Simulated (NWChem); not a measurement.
System: C5H5F; SMILES C(C#CC)(=C)F

NWChem input:

```
start job
memory heap 200 mb stack 900 mb global 1100 mb
geometry units angstroms noautoz
  C     -1.167537     1.930171    -0.031594
  C     -0.083898     1.151886     0.027590
  F      1.147167     1.719247     0.108589
  C     -0.056670    -0.270106     0.015696
  C      0.006883    -1.480189     0.007929
  C      0.064874    -2.936883    -0.002437
  H     -2.153804     1.488316    -0.096309
  H     -1.073712     3.009991    -0.015651
  H     -0.324579    -3.343387    -0.943873
  H     -0.526980    -3.363467     0.816623
  H      1.097118    -3.288307     0.112182
end
basis spherical
  * library 6-31g*
end
dft
  xc m06
  iterations 150
  mulliken
end
task dft energy
```

Geometry: optimised at B3LYP/6-31G* (spherical d).

Q: What results follow from this input? (M06/6-31G* (spherical d).) Quantities: energy (Ha); highest occupied level (eV); orbital gap (eV); dipole (D).

A: 
```json
{
  "energy (Ha)": "-293.10",
  "highest occupied level (eV)": "-6.70",
  "orbital gap (eV)": "6.33",
  "dipole (D)": "2.21"
}
```
